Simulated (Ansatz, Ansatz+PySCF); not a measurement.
```xyz
6

C    -0.0067   -0.0074   -1.1739
C     0.0062   -0.0066    0.2826
N    -0.0077    0.0060    1.4329
H     0.0035   -1.0227   -1.5524
H    -0.8927    0.5110   -1.5468
H     0.8847    0.5189   -1.5516
```

Basis set: def2-SVP (spherical functions). Frozen core: 3 orbitals. Charge 0, multiplicity 3.

Computed with Ansatz (development build ahead of 0.2.0); each method stands on the lowest determinant of its kind that the runs found.

The atomization energy at this shape (free ground-state atoms in the same class of orbitals less the molecule, no zero-point energy) of triplet C2H3N:

```tsv
method	atomization energy
UHF-MP2	18.27 eV
```

(1) What does UHF give?

Results:

(1) 13.25 eV. Caution: another spin multiplicity may lie lower.
